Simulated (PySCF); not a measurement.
Nb(NMe)(F)2(Cl) (CH3ClF2NNb), SMILES C[N]=[Nb]([F])([F])[Cl], multiplicity 1.

The structure is a stationary point at PBE0-D3(BJ)/def2-SVP. The multiplicity is an assumed one; no other spin state was optimised. The structure was generated by enumeration; whether it is a known compound was not checked. The def2 effective core potentials stand for the cores of Nb; spin–orbit coupling is left out.

Method: TDDFT-CAM-B3LYP/def2-SVPD in PySCF 2.14.0.

Vertical excitations. Isolated molecule, no solvent. State labels are in the subgroup Cs.

```
state  symmetry  energy (eV)  λ (nm)      f                                              main pairs
-----  --------  -----------  ------  -----  ------------------------------------------------------
S1           A"         4.49     276  0.000                      HOMO→LUMO 67 %, HOMO−1→LUMO+1 28 %
S2           A"         4.73     262  0.000                      HOMO−1→LUMO+1 67 %, HOMO→LUMO 30 %
S3           A'         4.77     260  0.002                      HOMO−1→LUMO 52 %, HOMO→LUMO+1 43 %
S4           A'         4.93     252  0.020     HOMO→LUMO+1 49 %, HOMO−1→LUMO 38 %, HOMO→LUMO+3 8 %
S5           A"         5.66     219  0.000                                      HOMO−1→LUMO+3 84 %
S6           A'         5.97     208  0.007                                        HOMO→LUMO+2 79 %
S7           A"         6.06     205  0.009                  HOMO−1→LUMO+2 77 %, HOMO−1→LUMO+4 12 %
S8           A'         6.10     203  0.013                    HOMO→LUMO+3 52 %, HOMO−1→LUMO+5 38 %
S9           A"         6.27     198  0.000                      HOMO→LUMO+5 72 %, HOMO−3→LUMO 19 %
S10          A"         6.54     190  0.002  HOMO−3→LUMO 50 %, HOMO−2→LUMO+1 34 %, HOMO→LUMO+5 12 %
T1           A'         4.03     307      0    HOMO−1→LUMO 40 %, HOMO→LUMO+1 36 %, HOMO→LUMO+3 11 %
T2           A'         4.24     292      0                      HOMO−1→LUMO 48 %, HOMO→LUMO+1 41 %
T3           A"         4.25     292      0                      HOMO→LUMO 66 %, HOMO−1→LUMO+1 21 %
T4           A"         4.45     279      0                      HOMO−1→LUMO+1 68 %, HOMO→LUMO 27 %
```
Triplets are in the Tamm–Dancoff approximation, which puts them higher than full response would, so one can lie above its singlet here.
